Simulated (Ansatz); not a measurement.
`[BH2][GeH2][PH2]` + HBr → `[BH2][GeH2][Br]` + PH₃ at 400 K and 1 bar (cleavage of the Ge–P bond).

Computed with Ansatz on PBE0-D4/def2-TZVP structures; ΔE is electronic, products minus reactants. CCSD(T)/CBS is the MP2 limit (def2-TZVPP, def2-QZVPP) plus CCSD(T) − MP2 in def2-TZVPP, frozen cores. This one scheme is used for every species. For Br, Ge outer-core shells are correlated without core-valence functions, which leaves a few kJ/mol of doubt a bond. Scalar relativity is left out up to krypton. One conformer a species, not always the lowest.

```tsv
species	CCSD(T)/CBS energy (Eh)	H − E (kJ/mol)	S (J/(mol·K))
`[BH2][GeH2][PH2]`	-2445.41219	170.7	373.3
HBr	-2573.91920	27.6	207.2
`[BH2][GeH2][Br]`	-4676.63012	122.1	357.6
PH₃	-342.72256	77.1	221.7
```

H − E and S are ideal-gas, rigid-rotor, harmonic terms from PBE0-D4/def2-TZVP, for one conformer and one mirror image of each species. 1 Eh = 2625.50 kJ/mol, R = 8.31446 J/(mol·K).

Q: By hand: ΔE, ΔH, ΔS and ΔG.

A: ΔE = (-4676.63012) + (-342.72256) − (-2445.41219) − (-2573.91920) = -0.02129 Eh = -55.9 kJ/mol. Δ(H − E) = 122.1 + 77.1 − 170.7 − 27.6 = 0.9, so ΔH = -55.0 kJ/mol. ΔS = 357.6 + 221.7 − 373.3 − 207.2 = -1.2 J/(mol·K). ΔG = -55.0 − 400 × (-1.2)/1000 = -54.5 kJ/mol.

Q: By hand: the equilibrium constant, and the temperature at which ΔG would vanish if ΔH and ΔS stayed fixed.

A: log₁₀ K = −ΔG/(RT ln 10) = 7.1. ΔG = 0 at ΔH/ΔS = 45833 K, far beyond where these terms or the molecules hold.

The number of gas molecules stays the same, so ΔS is small and ΔH decides. A doubt of 5 kJ/mol in ΔE shifts log₁₀ K by 0.7 here. Other conformers and mirror images would add mixing entropy, several J/(mol·K) or more a flexible species. These are equilibria of isolated gas molecules and say nothing of rates. Largest T1 diagnostic: 0.013 (customary marks: 0.02 for closed shells, 0.045 for open ones).
